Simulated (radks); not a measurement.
Problem. The mean radii <r> (bohr) of the occupied orbitals of an atom or ion are listed with their occupations. All-electron calculation, scalar-relativistic Kohn-Sham, SCAN, spin-polarised, spherical densities, finite nucleus; meta-GGA in the generalised Kohn-Sham scheme; Fermi nuclear charge, rms radius of each element as measured or else 0.836 A^(1/3) + 0.57 fm. Program: a radial shooting solver on a logarithmic mesh with Libxc functionals.

orbital  occ.      <r>
1s up       1  0.04277
1s down     1  0.04277
2s up       1   0.1883
2s down     1   0.1881
2p up       3   0.1645
2p down     3   0.1643
3s up       1   0.4957
3s down     1   0.4967
3p up       3   0.4904
3p down     3   0.4916
3d up       1   0.4527

Name the element and its charge. Open shells, if any, are filled with parallel spins first.

Solution. Z = 35, bromine, charge +16: Br16+ in [Ar] 3d1. The 1s radius gives Z: for a bare nucleus <r> = (2 gamma + 1)/(2Z) with gamma = sqrt(1 - (Z/c)^2), 0.04191 bohr for Z = 35, and screening makes it slightly larger (0.04277 here). The occupations add up to 19, and the charge is Z minus that.
